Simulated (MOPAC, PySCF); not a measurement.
C$_{2}$HFSi, SMILES `C#C[Si]F` (lower singlet), neutral singlet in the gas phase. This singlet lies 1.94 eV below the relaxed triplet at the level B3LYP/cc-pVTZ // PBE0-D3(BJ)/def2-TZVP (Ansatz).

Cartesian coordinates (Å):
```xyz
5

C     -1.3134    -0.2956     0.7021
C     -0.1299    -0.1665     0.4754
Si     1.6705    -0.3426     0.0652
F      2.1296     1.1923     0.2370
H     -2.3568    -0.3876     0.9058
```
Charge 0, spin multiplicity 1.

All levels are single points at this geometry (PBE0-D3(BJ)/def2-TZVP); Pople sets use spherical d functions. Orbital energies aren't observables, and empty levels follow the basis.

```tsv
level	HOMO (eV)	LUMO (eV)	gap (eV)	dipole (D)	vertical IE, Delta-SCF (eV)
PBE-D3(BJ)/def2-TZVP in PySCF	-6.21	-3.52	2.68	1.77	–
PBE0-D3(BJ)/def2-TZVP in PySCF	-7.37	-2.72	4.65	1.83	–
B3LYP/LANL2DZ in PySCF	-7.27	-3.17	4.10	2.39	–
PBE/6-31G* in PySCF	-5.95	-3.27	2.68	1.78	9.28
HF/6-31G* in PySCF	-9.80	0.70	10.50	2.01	–
PM7 in MOPAC	-10.49	-1.04	9.45	2.75	–
```
